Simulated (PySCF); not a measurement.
C3H10O2Si, SMILES CCO[Si@@H](C)O.

Geometry optimised at PBE0-D3(BJ)/def2-SVP. The structure was generated by enumeration; whether it is a known compound was not checked. Other conformers were not sampled.

The numbers are results of PBE/def2-TZVP (PySCF), not measurements.

Isolated molecule, no solvent.

```
Property                                                                                                       Result
---------------------------------------------------------------------------------------------  ----------------------
total energy                                                                                       -560.01549 hartree
highest occupied level                                                                                       -6.35 eV
lowest empty level                                                                                            0.04 eV
orbital gap                                                                                                   6.39 eV
dipole moment                                                                                               0.256 e·Å
quadrupole, principal values (traceless, Buckingham form, about the centre of nuclear charge)  -3.59, -2.30, 5.89 D·Å
mean static polarisability                                                                      71.9 bohr³ (10.65 Å³)
polarisability, principal values                                                               64.0, 69.7, 82.0 bohr³
```
